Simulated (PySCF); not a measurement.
Computed with PBE-D3(BJ)/def2-TZVP // PBE0-D3(BJ)/def2-SVP (PySCF). Gas-phase values, no solvent. One relaxed conformer stands for a flexible species; it need not be the lowest. Delta-SCF ions had no search for a lower state. Excitations are Tamm–Dancoff values on a coarser integration grid. The basis has no diffuse functions, so Rydberg states are missing or too high.

Reference species (SMILES): `c12-c(c(c(c1)O)B)ccccc2` (neutral, multiplicity 1).

```json
{
 "brightest of the four lowest singlets (TDA)": "4.51 eV",
 "vertical ionisation energy (Delta-SCF)": "7.76 eV",
 "LUMO": "-2.97 eV"
}
```

Changed species: `c1(B)ccc2cc(cccc1-2)O`.

### Question
What does the change do to the brightest of the four lowest singlets (TDA), vertical ionisation energy (Delta-SCF) and LUMO?

### Answer
the brightest of the four lowest singlets (TDA) decreases by 1.14 eV, to 3.37 eV; the vertical ionisation energy (Delta-SCF) drops by 0.32 eV, to 7.44 eV; the LUMO decreases by 0.23 eV, to -3.20 eV.
